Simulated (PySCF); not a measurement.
Species: Si6F6 prismane, Si₆F₆.
Structure used (PBE0-D3(BJ)/def2-SVP), in Å, numbered top down from 1:
```
atom  x, y, z in Å
Si1   -0.7601    1.5452   -0.5858
F2    -1.5061    2.9087   -1.0633
Si3    0.4055   -0.1951   -1.7695
F4     0.7668   -0.4205   -3.3392
Si5    1.5148    1.0172   -0.0097
F6     2.8782    1.9032    0.0070
Si7    0.7621   -0.5719    1.5769
F8     1.4775   -1.0467    2.9579
Si9   -1.5150   -0.0469    1.0024
F10   -2.8988   -0.0259    1.8560
Si11  -0.3515   -1.7839   -0.1836
F12   -0.6579   -3.3662   -0.3980
```

The closed-shell ground state was solved at several levels (PySCF, density fitting, gas phase, non-relativistic). The dipole stays under 0.02 D at every level.

```tsv
level	basis functions	HOMO (eV)	LUMO (eV)	gap (eV)
PBE0/pcSseg-1	246	-7.37	-4.01	3.36
wB97X-D/def2-SVPD	282	-8.96	-2.75	6.21
```

**Question.** Estimate the row for KT2/pcSseg-1, a basis of 246 functions; the other rows only guide the guess.

**Answer.** HOMO -6.44 eV, LUMO -4.81 eV, gap 1.63 eV.

**Question.** Over all these levels, which gives the widest orbital gap and which the narrowest?

**Answer.** wB97X-D/def2-SVPD (range-separated hybrid) has the widest, 6.21 eV, and KT2/pcSseg-1 (GGA) the narrowest, 1.63 eV. Functional and basis both differ between the two, so the spread mixes both effects.

One conformer stands for the species.
